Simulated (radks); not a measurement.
Species: Cd I. Configuration: [Kr] 4d10 5s2 (the NIST ground configuration).

All-electron calculation, non-relativistic Kohn-Sham, exchange-only B88, spin-polarised, spherical densities, point nucleus; relativity is left out, which matters for an element this heavy. Program: a radial shooting solver on a logarithmic mesh with Libxc functionals.

Energy parts (eV):
| part | energy |
|---|---|
| total | -148715.414 |
| kinetic | 148715.414 |
| electron-nucleus | -354133.362 |
| Hartree | 60752.523 |
| exchange | -4049.989 |

Orbitals (lengths in bohr, moments of r in powers of bohr; <r^-3> diverges for s and p1/2; r(max) is where P^2 peaks):
| orbital | occ. | eigenvalue (eV) | r(max) | <r^4> | <r^-3> |
|---|---|---|---|---|---|
| 1s | 2 | -25652.13 | 0.02099 | 4.576e-06 | - |
| 2s | 2 | -3726.352 | 0.1165 | 0.0008347 | - |
| 2p | 6 | -3474.170 | 0.09126 | 0.0005495 | 3557 |
| 3s | 2 | -690.4862 | 0.3360 | 0.03778 | - |
| 3p | 6 | -588.0247 | 0.3225 | 0.03726 | 633.0 |
| 3d | 10 | -398.2816 | 0.2661 | 0.03288 | 99.52 |
| 4s | 2 | -96.8892 | 0.8216 | 1.325 | - |
| 4p | 6 | -64.0854 | 0.8563 | 1.871 | 107.3 |
| 4d | 10 | -11.6092 | 0.9745 | 8.480 | 10.25 |
| 5s | 2 | -4.6241 | 2.458 | 218.2 | - |

The highest occupied level is 5s at -4.624 eV. Virial ratio -V/T = 2.00000. The electron density at the nucleus is 7.769e+04 e/bohr^3. Summed over all electrons, <r^2> = 53.32 bohr^2, which gives a Langevin (diamagnetic) susceptibility term of -42.2 x 10^-6 cm^3/mol.
